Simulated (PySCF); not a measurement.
Electronic absorption of C5H11B

Compound: C5H11B.
SMILES: `CBC/C=C\C`

The calculation used TDDFT PBE0/def2-SVPD, vertical, gas phase, core orbitals frozen in the response (PySCF 2.14.0, density-fitted response routines). Isolated species at its PBE0-D3(BJ)/def2-SVP geometry (one conformer only). Torsions of this conformer, `[CH3:1][BH:2][CH2:3]/[CH:4]=[CH:5]\[CH3:6]`: C1–B2–C3–C4 159°, B2–C3–C4–C5 100°.

Question: Predict the UV-vis stick spectrum at this level.

Answer: 

```tsv
state	E (eV)	λ (nm)	f	|μ| (D)	main configurations (H = HOMO, L = LUMO)
S1	4.73	261.9	0.0058	0.57	H→L (98%)
S2	6.11	202.8	0.0027	0.34	H-1→L (95%)
S3	6.31	196.5	0.0065	0.52	H→L+1 (84%), H→L+3 (8%)
S4	6.75	183.5	0.0046	0.43	H-2→L (88%)
S5	6.81	182.0	0.027	1.01	H→L+3 (56%), H→L+4 (29%), H→L+1 (9%)
S6	7.07	175.4	0.039	1.20	H→L+4 (50%), H→L+3 (33%), H→L+2 (13%)
```

The lowest singlet lies at 4.73 eV (262 nm, ultraviolet) and is weak; its leading configuration is HOMO→LUMO (98%). The strongest level in the table is S6 at 7.07 eV (175 nm, f = 0.039). It is the last of those listed, so stronger ones may follow. Löwdin shares by element: HOMO carbon 81% or more (atoms not listed hold the other 19%); LUMO boron 48%, carbon 26% or more, hydrogen 9% or more (atoms not listed hold the other 18%). Weighted by f, the mean energy of these states is 6.72 eV. Of the 6 states listed, 2 reach f = 0.01 and none stays under 0.0005. Orbital energies (eV): HOMO-3 -9.52, HOMO-2 -9.13, HOMO-1 -8.72, HOMO -6.71, LUMO -0.75, LUMO+1 0.58, LUMO+2 0.85. Only the lowest 6 singlets were computed, as vertical energies without vibronic structure.
